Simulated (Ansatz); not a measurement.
Program: Ansatz. Geometries: PBE0-D4/def2-TZVP. ΔE: electronic, gas phase. CCSD(T)/CBS is the MP2 limit (def2-TZVPP, def2-QZVPP) plus CCSD(T) − MP2 in def2-TZVPP, frozen cores. This one scheme is used for every species. DFT in def2-TZVPP. B3LYP here is the variant with VWN-RPA as its local correlation; programs differ in this. Elements past krypton have def2 core potentials. For I, In outer-core shells are correlated without core-valence functions, which leaves a few kJ/mol of doubt a bond. Each species was taken in one conformer, which may not be the lowest.

Consider the ligand exchange at the In–I bond: `[F][In]([F])[I]` + `N=C=O` → `O=C=[N][In]([F])[F]` + HI.

Task: Is it downhill or uphill in electronic energy at CCSD(T)/CBS, and by how much? (Estimate.)

Result: Ansatz gave: Uphill: ΔE = +94.0 kJ/mol.

Task: What do these levels give: PBE-D4, BLYP-D4, B3LYP-D4, PBE-QIDH, BLYP, CCSD/def2-TZVPP? (Best estimate.)

Result: Ansatz gave: PBE-D4 101.9, BLYP-D4 97.4, B3LYP-D4 98.4, PBE-QIDH 95.4, BLYP 98.9, CCSD/def2-TZVPP 83.8 kJ/mol.

Largest T1 diagnostic among the species: 0.018.

Leaving LDA and LC-ωPBE aside and taking each functional with its dispersion term where it has one, the values, not all of them listed here, spread over 10.6 kJ/mol, from ωB97X-V to PBE-D4. At CCSD(T), def2-SVP lies −6.1 kJ/mol from the extrapolated value and def2-TZVPP −10.4 kJ/mol.
